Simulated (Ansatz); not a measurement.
One change: `C[CH2][SnH3]` becomes `CC[CH2][SnH3]`.

Ansatz, PBE0-D4/def2-TZVP geometries, multiplicity 1. Each molecule was computed in one conformer, which needn't be the lowest.

Elements past krypton have def2 core potentials.

```csv
property,`C[CH2][SnH3]`
LUMO energy (PBE/def2-TZVPP) / eV,-0.39
LUMO energy (ωB97M-V/def2-TZVPP) / eV,1.63
HOMO–LUMO gap (PBE/def2-TZVPP) / eV,6.28
HOMO energy (PBE0/def2-TZVPP) / eV,-7.82
size of the dipole moment (B3LYP/def2-TZVPP) / D,0.99
size of the dipole moment (ωB97M-V/def2-TZVPP) / D,0.92
```

Question: What does the change do to each property? (Estimate.)

Answer: Computed: 
| property | `CC[CH2][SnH3]` | shift |
| --- | --- | --- |
| LUMO energy (PBE/def2-TZVPP) / eV | -0.39 | 0.00 |
| LUMO energy (ωB97M-V/def2-TZVPP) / eV | 1.63 | 0.00 |
| HOMO–LUMO gap (PBE/def2-TZVPP) / eV | 6.29 | 0.01 |
| HOMO energy (PBE0/def2-TZVPP) / eV | -7.82 | 0.00 |
| size of the dipole moment (B3LYP/def2-TZVPP) / D | 1.00 | 0.01 |
| size of the dipole moment (ωB97M-V/def2-TZVPP) / D | 0.91 | -0.01 |

Dipoles are sizes alone; their direction can turn.

B3LYP here is the variant with VWN-RPA as its local correlation; programs differ in this.
